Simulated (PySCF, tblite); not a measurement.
Potential energy curve for SMILES F[SiH2]F (H2F2Si). The Si1–F5 bond (Si1 also carries F, H, H; F5 carries nothing else) is stretched with both fragments frozen at the PBE0/def2-TZVP optimised geometry.

Levels of theory: RMP2 = MP2 on RHF/cc-pVDZ, 7 core orbitals frozen run with PySCF; UMP2/3-21G = unrestricted MP2 (frozen core)/3-21G run with PySCF; GFN2-xTB, 300 K electronic temperature (tblite); RKS-CAM-B3LYP = restricted CAM-B3LYP/cc-pVDZ run with PySCF; NEVPT2 = PySCF 2.14.0 with SC-NEVPT2 on CASSCF(2,2)/cc-pVDZ, all electrons correlated.

Energies are in mEh, each relative to the lowest point of its own curve near equilibrium.

```json
[
 {"R / Å": "1.20", "RMP2": "286.8", "UMP2/3-21G": "315.4", "GFN2-xTB": "334.8", "RKS-CAM-B3LYP": "275.5", "NEVPT2": "288.1"},
 {"R / Å": "1.27", "RMP2": "173.8", "UMP2/3-21G": "191.4", "GFN2-xTB": "172.0", "RKS-CAM-B3LYP": "165.6", "NEVPT2": "175.4"},
 {"R / Å": "1.36", "RMP2": "82.6", "UMP2/3-21G": "90.6", "GFN2-xTB": "64.2", "RKS-CAM-B3LYP": "77.3", "NEVPT2": "84.6"},
 {"R / Å": "1.42", "RMP2": "45.3", "UMP2/3-21G": "49.4", "GFN2-xTB": "28.7", "RKS-CAM-B3LYP": "41.6", "NEVPT2": "47.3"},
 {"R / Å": "1.48", "RMP2": "21.4", "UMP2/3-21G": "23.0", "GFN2-xTB": "9.9", "RKS-CAM-B3LYP": "19.0", "NEVPT2": "23.0"},
 {"R / Å": "1.54", "RMP2": "7.5", "UMP2/3-21G": "7.9", "GFN2-xTB": "1.7", "RKS-CAM-B3LYP": "6.1", "NEVPT2": "8.3"},
 {"R / Å": "1.59", "RMP2": "1.7", "UMP2/3-21G": "1.7", "GFN2-xTB": "0.0", "RKS-CAM-B3LYP": "1.1", "NEVPT2": "2.1"},
 {"R / Å": "1.64", "RMP2": "0.0", "UMP2/3-21G": "0.0", "GFN2-xTB": "1.3", "RKS-CAM-B3LYP": "0.0", "NEVPT2": "0.0"},
 {"R / Å": "1.69", "RMP2": "1.4", "UMP2/3-21G": "1.8", "GFN2-xTB": "4.7", "RKS-CAM-B3LYP": "1.9", "NEVPT2": "1.0"},
 {"R / Å": "1.74", "RMP2": "5.3", "UMP2/3-21G": "6.2", "GFN2-xTB": "9.4", "RKS-CAM-B3LYP": "6.2", "NEVPT2": "4.5"},
 {"R / Å": "1.83", "RMP2": "16.7", "UMP2/3-21G": "18.9", "GFN2-xTB": "19.8", "RKS-CAM-B3LYP": "18.1", "NEVPT2": "15.3"},
 {"R / Å": "1.97", "RMP2": "41.0", "UMP2/3-21G": "45.4", "GFN2-xTB": "38.0", "RKS-CAM-B3LYP": "42.6", "NEVPT2": "38.8"},
 {"R / Å": "2.15", "RMP2": "76.3", "UMP2/3-21G": "83.1", "GFN2-xTB": "61.9", "RKS-CAM-B3LYP": "77.7", "NEVPT2": "73.9"},
 {"R / Å": "2.38", "RMP2": "120.3", "UMP2/3-21G": "154.3", "GFN2-xTB": "90.8", "RKS-CAM-B3LYP": "120.9", "NEVPT2": "118.4"},
 {"R / Å": "2.65", "RMP2": "165.1", "UMP2/3-21G": "193.8", "GFN2-xTB": "120.5", "RKS-CAM-B3LYP": "164.5", "NEVPT2": "163.5"},
 {"R / Å": "2.86", "RMP2": "194.3", "UMP2/3-21G": "205.7", "GFN2-xTB": "138.8", "RKS-CAM-B3LYP": "192.9", "NEVPT2": "190.5"},
 {"R / Å": "3.17", "RMP2": "229.2", "UMP2/3-21G": "213.4", "GFN2-xTB": "158.3", "RKS-CAM-B3LYP": "227.2", "NEVPT2": "215.5"},
 {"R / Å": "3.52", "RMP2": "258.0", "UMP2/3-21G": "216.9", "GFN2-xTB": "171.6", "RKS-CAM-B3LYP": "256.9", "NEVPT2": "228.2"},
 {"R / Å": "3.91", "RMP2": "277.7", "UMP2/3-21G": "218.6", "GFN2-xTB": "179.4", "RKS-CAM-B3LYP": "280.8", "NEVPT2": "233.1"},
 {"R / Å": "4.29", "RMP2": "286.2", "UMP2/3-21G": "219.0", "GFN2-xTB": "—", "RKS-CAM-B3LYP": "297.0", "NEVPT2": "234.7"},
 {"R / Å": "4.75", "RMP2": "285.8", "UMP2/3-21G": "219.3", "GFN2-xTB": "—", "RKS-CAM-B3LYP": "310.3", "NEVPT2": "235.2"},
 {"R / Å": "5.60", "RMP2": "266.3", "UMP2/3-21G": "219.3", "GFN2-xTB": "—", "RKS-CAM-B3LYP": "324.2", "NEVPT2": "235.3"}
]
```

At the longest distance, 5.60 Å, RKS-CAM-B3LYP lies highest above its minimum (324.2 mEh) and UMP2/3-21G lowest (219.3 mEh).

The RMP2 curve passes through a maximum at 4.29 Å and then falls by 19.9 mEh up to the last usable point.

A dash means that the run gave no value there, or that the column was ended at a point which the program doubted or which failed a test of continuity chosen for this set; such a test can also cut sound points.

The restricted form behind RMP2, RKS-CAM-B3LYP keeps the bonding electrons paired and can't separate into open-shell fragments. The T1 diagnostic of CCSD on the restricted reference of RMP2 exceeds 0.045 at 3.17 to 5.60 Å. The unrestricted determinant behind UMP2/3-21G is spin-contaminated at 2.38 to 5.60 Å (<S²> up to 1.0, against 0.00 for a pure singlet). At the longest distance RKS-CAM-B3LYP leaves fractional charges on the fragments, a sign of delocalisation error or of the restricted form.
